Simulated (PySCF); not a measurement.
Correlation energy of Au (gold, neutral)

[Xe] 4f14 5d9 6s1 6p1, one real determinant (an excited configuration). All numbers are calculated (PySCF 2.14, scalar relativity by spin-free X2C-1e, in ANO-RCC-VTZP). Frozen: [Xe] 4f14; 11 electrons correlated.

| level | correlation energy (mhartree) |
| --- | --- |
| CCSD | -290.71 |
| (T) | -11.08 |
| CCSD(T) | -301.79 |

Diagnostics: T1 = 0.011, D1 = 0.0423, largest double amplitude 0.057.

Is a single reference adequate?

Yes, within this model without spin-orbit coupling: T1 lies below 0.03 and no double amplitude reaches 0.07.

The basis was made for the ground configuration and has no added diffuse functions, which can raise the energy of the promoted electron.

The reference is one real determinant that mixes LS terms of this configuration.
